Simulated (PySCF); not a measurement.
## Vibration and rotation of TlN

ROHF-CCSD(T) constants of TlN, triplet, unpaired electrons π ↑↑ (Tl x2c-TZVPPall, N x2c-TZVPPall; spin-free X2C with a Gaussian nucleus (PySCF 2.14); masses 204.9744 and 14.0031 u):

```
ωe              : 393.2 cm⁻¹
ωexe            : 2.73 cm⁻¹
Be              : 0.23987 cm⁻¹
αe              : 0.00208 cm⁻¹
D (centrifugal) : 3.57e-07 cm⁻¹
De to Tl + N    : 1.33 eV
```

Question: Give the vibrational terms G(v) and spacings up to v = 6.

Answer: G(v) = ωe(v+½) − ωexe(v+½)².

| v | G(v) (cm⁻¹) | G(v) − G(v−1) | Bv (cm⁻¹) |
| --- | --- | --- | --- |
| 0 | 195.9 |  | 0.2388 |
| 1 | 583.7 | 387.7 | 0.2367 |
| 2 | 965.9 | 382.3 | 0.2347 |
| 3 | 1342.8 | 376.8 | 0.2326 |
| 4 | 1714.1 | 371.4 | 0.2305 |
| 5 | 2080.0 | 365.9 | 0.2284 |
| 6 | 2440.5 | 360.4 | 0.2263 |

Question: How well does the Morse estimate ωe²/(4ωexe) reproduce De, and what is D0?

Answer: It gives 1.76 eV, 132 % of the computed De. D0 = De − G(0) = 1.33 − 0.02 = 1.31 eV.

Correlated steps freeze 35 core orbitals. Spin–orbit coupling is left out, which matters for elements this heavy, above all for dissociation energies. The state is the lowest determinant that a PBE0 search found; another state may lie lower at other levels.
